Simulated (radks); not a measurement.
Results of a calculation; reference values are marked as such.
The tellurium anion Te- inside a hard spherical wall (all orbitals vanish at R), configuration held at [Kr] 4d10 5s2 5p5 and not refilled when levels cross. Code: a radial shooting solver on a logarithmic mesh with Libxc functionals. Model: scalar-relativistic Kohn-Sham, PBE, spin-polarised, spherical densities, finite nucleus; open shells are filled with parallel spins first (spin-orbit coupling, left out, can overturn this in heavy ions); Fermi nuclear charge, rms radius 4.7423 fm. Eigenvalues in eV for spin up, with the zero of energy where the potential of the charges vanishes at infinity; a dash marks a level that is unbound or too diffuse for the functional's potential to be trusted. A positive occupied level is held by the wall or, in an anion where self-interaction has pushed it up, behind a barrier. The pressure on the wall is -dE/dV.

R (bohr)  E (hartree)  kinetic (hartree)    e(4p)    e(4d)   e(5s)   e(5p)  e(6s, empty)  e(5d, empty)  pressure (GPa)
15        -6794.37373           7118.321  -107.20  -34.462  -8.452   0.208         2.797         3.910        0.000636
8         -6794.35992           7118.397  -106.41  -33.675  -7.769   0.838         6.239         7.916           0.433
6         -6794.28541           7118.757  -104.38  -31.676  -6.189   2.462        12.019        11.769            5.82
5         -6794.11619           7119.505  -101.57  -28.915  -4.068   4.872        19.936        16.219            27.3
3.5       -6792.68611           7124.925  -89.876  -17.647   6.062  17.325        58.351        35.927             451
3         -6790.84863           7131.334  -81.152   -9.374  15.751  29.307        93.050        53.336            1430
2.5       -6786.25760           7146.914  -66.097    4.999  36.641  54.560        160.74        87.365            5460
2         -6772.62153           7191.675  -36.306   34.979  91.253  117.76        311.35        163.95           27600
